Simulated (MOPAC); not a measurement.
Input for MOPAC: PM6 on GeH4SSi (SMILES [SiH3][Ge][SH]), a point of a torsion scan.

```
PM6 1SCF PRECISE CHARGE=0 THREADS=1
GeH4SSi

Si     0.98891417 1    -0.09588552 1    -0.00003307 1
Ge    -0.63267450 1     1.72195858 1    -0.23274523 1
S     -2.48217042 1     0.48857179 1     0.14143711 1
H      0.72061658 1    -1.30532802 1    -0.79856832 1
H      2.34870313 1     0.33576332 1    -0.34902148 1
H      1.05345997 1    -0.55663125 1     1.39563148 1
H     -2.09105920 1    -0.69392863 1    -0.31507829 1
```

It printed:

```
*******************************************************************************
 **                                                                           **
 **                              MOPAC v23.2.5                                **
 **                                                                           **
 *******************************************************************************
 ** MOPAC's Digital Object Identifier: https://doi.org/10.5281/zenodo.6511958 **
 **                                                                           **
 ** Please cite the open-source release paper for use of this MOPAC version:  **
 ** J. E. Moussa and J. J. P. Stewart (2026)                                  **
 ** MOPAC: An open-source semiempirical molecular orbital program             **
 ** J. Open Source Softw., 11(119), 8025, https://doi.org/10.21105/joss.08025 **
 *******************************************************************************

                              PM6 CALCULATION RESULTS

 *******************************************************************************
 *  PM6        - The PM6 Hamiltonian to be used
 *
 *
 *
 *                 CHARGE ON SYSTEM = 0
 *
 *
 *
 *  PRECISE    - TIGHTER CRITERIA TO BE USED
 *  1SCF       - DO 1 SCF AND THEN STOP
 *  THREADS=1  - MULTI-THREADING NOT USED
 *  T=         - A TIME OF 172800.0 SECONDS REQUESTED
 *  DUMP=N     - RESTART FILE WRITTEN EVERY 7200.0 SECONDS REQUESTED
 *******************************************************************************
PM6 1SCF PRECISE CHARGE=0 THREADS=1
 GeH4SSi

   ATOM   CHEMICAL          X               Y               Z
  NUMBER   SYMBOL      (ANGSTROMS)     (ANGSTROMS)     (ANGSTROMS)

     1      Si          0.98891417  *  -0.09588552  *  -0.00003307  *
     2      Ge         -0.63267450  *   1.72195858  *  -0.23274523  *
     3       S         -2.48217042  *   0.48857179  *   0.14143711  *
     4       H          0.72061658  *  -1.30532802  *  -0.79856832  *
     5       H          2.34870313  *   0.33576332  *  -0.34902148  *
     6       H          1.05345997  *  -0.55663125  *   1.39563148  *
     7       H         -2.09105920  *  -0.69392863  *  -0.31507829  *



          CARTESIAN COORDINATES

    NO.       ATOM           X           Y           Z

     1        Si          0.9889     -0.0959     -0.0000
     2        Ge         -0.6327      1.7220     -0.2327
     3         S         -2.4822      0.4886      0.1414
     4         H          0.7206     -1.3053     -0.7986
     5         H          2.3487      0.3358     -0.3490
     6         H          1.0535     -0.5566      1.3956
     7         H         -2.0911     -0.6939     -0.3151

 General Reference for PM6:
 "Optimization of Parameters for Semiempirical Methods V: Modification of NDDO Approximations
 and Application to 70 Elements", J. J. P. Stewart, J. Mol. Mod., 13, 1173-1213 (2007)
 URL: https://link.springer.com/article/10.1007/s00894-007-0233-4

           Empirical Formula: H4 Si Ge S  =     7 atoms



      MOLECULAR POINT GROUP   :   C1


      RHF CALCULATION, NO. OF DOUBLY OCCUPIED LEVELS = 9


 -------------------------------------------------------------------------------
 PM6 1SCF PRECISE CHARGE=0 THREADS=1
 GeH4SSi



     1SCF WAS SPECIFIED, SO BFGS WAS NOT USED
     SCF FIELD WAS ACHIEVED


                              PM6 CALCULATION
                                                       MOPAC v23.2.5 Linux




          FINAL HEAT OF FORMATION =        257.59827 KCAL/MOL =    1077.79116 KJ/MOL


          COSMO AREA              =        137.62 SQUARE ANGSTROMS
          COSMO VOLUME            =        135.34 CUBIC ANGSTROMS

          IONIZATION POTENTIAL    =          7.936709 EV
          HOMO LUMO ENERGIES (EV) =         -7.937 -2.294
          NO. OF FILLED LEVELS    =          9
          MOLECULAR WEIGHT        =        136.7671         POINT GROUP:  C1

          MOLECULAR DIMENSIONS (Angstroms)

            Atom       Atom       Distance
            H     5    S     3     4.85811
           Ge     2    H     4     3.01195
           Ge     2    H     6     2.08790


          SCF CALCULATIONS        =          1





   ATOM   CHEMICAL          X               Y               Z
  NUMBER   SYMBOL      (ANGSTROMS)     (ANGSTROMS)     (ANGSTROMS)

     1      Si          0.98891417  *  -0.09588552  *  -0.00003307  *
     2      Ge         -0.63267450  *   1.72195858  *  -0.23274523  *
     3       S         -2.48217042  *   0.48857179  *   0.14143711  *
     4       H          0.72061658  *  -1.30532802  *  -0.79856832  *
     5       H          2.34870313  *   0.33576332  *  -0.34902148  *
     6       H          1.05345997  *  -0.55663125  *   1.39563148  *
     7       H         -2.09105920  *  -0.69392863  *  -0.31507829  *

                             CARTESIAN COORDINATES

   1   Si        0.988914170    -0.095885520    -0.000033070
   2   Ge       -0.632674500     1.721958580    -0.232745230
   3    S       -2.482170420     0.488571790     0.141437110
   4    H        0.720616580    -1.305328020    -0.798568320
   5    H        2.348703130     0.335763320    -0.349021480
   6    H        1.053459970    -0.556631250     1.395631480
   7    H       -2.091059200    -0.693928630    -0.315078290


           Empirical Formula: H4 Si Ge S  =     7 atoms



      MOLECULAR POINT GROUP   :   C1


                  EIGENVALUES
 -29.70522 -19.68300 -15.74969 -13.35401 -12.19757 -12.17183  -9.92274  -9.71049
  -7.93671  -2.29371  -0.84401  -0.30804   0.38536   0.43351   0.49490   1.33025
   1.39653   1.40137   1.88085   1.93132   1.95872   1.99533   3.25035   3.43039
   4.20154   4.25352


              NET ATOMIC CHARGES AND DIPOLE CONTRIBUTIONS

  ATOM NO.   TYPE          CHARGE      No. of ELECS.   s-Pop       p-Pop       d-Pop
    1         Si           0.032700        3.9673     1.28642     2.26032     0.42056
    2         Ge           0.236505        3.7635     1.67924     2.08426
    3          S          -0.414844        6.4148     1.92537     4.36195     0.12752
    4          H          -0.021475        1.0215     1.02148
    5          H          -0.013166        1.0132     1.01317
    6          H          -0.011826        1.0118     1.01183
    7          H           0.192106        0.8079     0.80789
 DIPOLE           X         Y         Z       TOTAL
 POINT-CHG.     2.170     0.472    -0.812     2.365
 HYBRID        -0.546    -2.092     0.268     2.178
 SUM            1.625    -1.620    -0.543     2.358


          ATOMIC ORBITAL ELECTRON POPULATIONS

     Atom    s        px        py        pz      x^2-y^2     xz        z^2       yz        xy
    1 Si   1.28642   0.75791   0.75320   0.74921   0.09530   0.02500   0.11961   0.10163   0.07901
    2 Ge   1.67924   0.68114   1.22417   0.17895
    3  S   1.92537   1.48344   1.15557   1.72294   0.04794   0.01147   0.01805   0.02397   0.02609
    4  H   1.02148
    5  H   1.01317
    6  H   1.01183
    7  H   0.80789

 **********************
 *                    *
 * JOB ENDED NORMALLY *
 *                    *
 **********************




 == MOPAC DONE ==
```

The run finished.

Cost: about 0.11 core-seconds (a rough figure).
